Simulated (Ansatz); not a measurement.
Gas-phase reaction R1 → 2 P1, each structure at its B3LYP-D3(BJ)/def2-TZVP stationary point, reached from a drawn start (curvature not checked).
R1, I2 (SMILES II) (charge 0, multiplicity 1):
| atom | x (Å) | y (Å) | z (Å) |
|---|---|---|---|
| I | 0.0000 | 0.0000 | -1.3474 |
| I | 0.0000 | 0.0000 | 1.3474 |
P1: I atom, charge 0, multiplicity 2.

P less R. No zero-point or thermal terms; singlets are restricted closed shells; open shells are unrestricted; no spin–orbit coupling.

Correlated levels freeze the cores. In cc and def2 sets filled d and f shells under p-block atoms count as core.

Codes used: Ansatz (an electronic-structure program). Each number belongs to the level named beside it. Elements past Kr take the def2 small-core potentials, without spin–orbit coupling.

One of these levels gives 1.948 eV for the reaction energy. Name it.
(A) BLYP/def2-TZVPP
(B) CAM-B3LYP/def2-TZVPP
(C) CCSD/def2-TZVPP
(D) HF/def2-TZVPP

A, BLYP/def2-TZVPP. The others give 0.597 (HF/def2-TZVPP), 1.760 (CAM-B3LYP/def2-TZVPP), 1.608 (CCSD/def2-TZVPP)
